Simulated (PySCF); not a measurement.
Delta-SCF ions had no search for a lower state. Excitations are Tamm–Dancoff values on a coarser integration grid. The basis has no diffuse functions, so Rydberg states are missing or too high.

Z-matrix (Å, degrees):
```
Si
H 1 1.4848
H 1 1.4848 2 108.84
Cl 1 2.0644 2 107.74 3 116.56
Si 1 2.3378 2 111.77 3 -123.94
H 5 1.4859 1 109.65 2 -178.99
H 5 1.4859 6 109.50 1 -120.34
H 5 1.4882 6 109.28 7 -119.66
```
Charge 0, multiplicity 1.

Task: Give the vertical ionisation energy (Delta-SCF), HOMO and S1–T1 gap (TDA) at the level PySCF with PBE0-D4/def2-TZVP.

Result: 
```
Property                                  Result
--------------------------------------  --------
vertical ionisation energy (Delta-SCF)  10.23 eV
HOMO                                    -8.21 eV
S1–T1 gap (TDA)                          0.80 eV
```
